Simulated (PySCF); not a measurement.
## CH7B2O+: structure from calculated spectroscopic constants

These gas-phase data were calculated for one isomer of CH7B2O+ at PBE0-D3(BJ)/def2-SVP (harmonic, unscaled wavenumbers; equilibrium rotational constants with average atomic masses):

```
rotational constants            : 10, 8.989, 4.887 GHz
all wavenumbers above 1500 cm⁻¹ : 3271, 3261, 3116, 2861, 2852, 2696, 2686
```

Candidates:

(1) `B[O+](B)C`, a singlet
(2) `B[OH+]BC`, a singlet

Task: Assign the data to one candidate and say why.

Result: Candidate (1). No mode falls between 3300 and 4000 cm⁻¹, where the O–H stretch of (2) would stand.

The same quantities for all candidates:

```
     rotational constants (GHz)               wavenumbers above 1500 cm⁻¹  E above the lowest, PBE0-D3(BJ)/def2-SVP (kcal/mol)
(1)            10, 8.989, 4.887  3271, 3261, 3116, 2861, 2852, 2696, 2686                                                 26.8
(2)         33.44, 3.891, 3.561  3698, 3169, 3110, 3036, 2860, 2763, 2690                                                  0.0
```

Harmonic stretches to hydrogen usually lie a few per cent above observed fundamentals. Each candidate is one conformer. Programs: PySCF 2.14.0.
